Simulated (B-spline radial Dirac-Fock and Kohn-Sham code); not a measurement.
Photoionisation of cobalt ions at Mo Kα (17479.3 eV)

The computed values come from a radial B-spline solver: the independent-particle Dirac-Slater model, thresholds from Dirac-Fock. Cross sections in kb; a dash marks an empty subshell or a threshold above the photon energy.

| ion | configuration | total | 1s | 2s | 2p1/2 | 3p1/2 | 4s |
| --- | --- | --- | --- | --- | --- | --- | --- |
| Co | [Ar] 3d7 4s2 | 3.947 | 3.52 | 0.274 | 0.0354 | 0.00476 | 0.00280 |
| Co⁺ | [Ar] 3d8 | 3.943 | 3.52 | 0.274 | 0.0354 | 0.00466 | – |
| Co⁷⁺ | [Ar] 3d2 | 3.954 | 3.52 | 0.274 | 0.0354 | 0.00576 | – |
| Co¹³⁺ | [Ne] 3s2 3p2 | 3.966 | 3.52 | 0.279 | 0.0361 | 0.00252 | – |
| Co¹⁴⁺ | [Ne] 3s2 3p1 | 3.967 | 3.52 | 0.280 | 0.0363 | 0.00131 | – |
| Co¹⁵⁺ | [Ne] 3s2 | 3.969 | 3.53 | 0.282 | 0.0365 | – | – |
| Co²⁶⁺ | 1s1 | 1.837 | 1.84 | – | – | – | – |
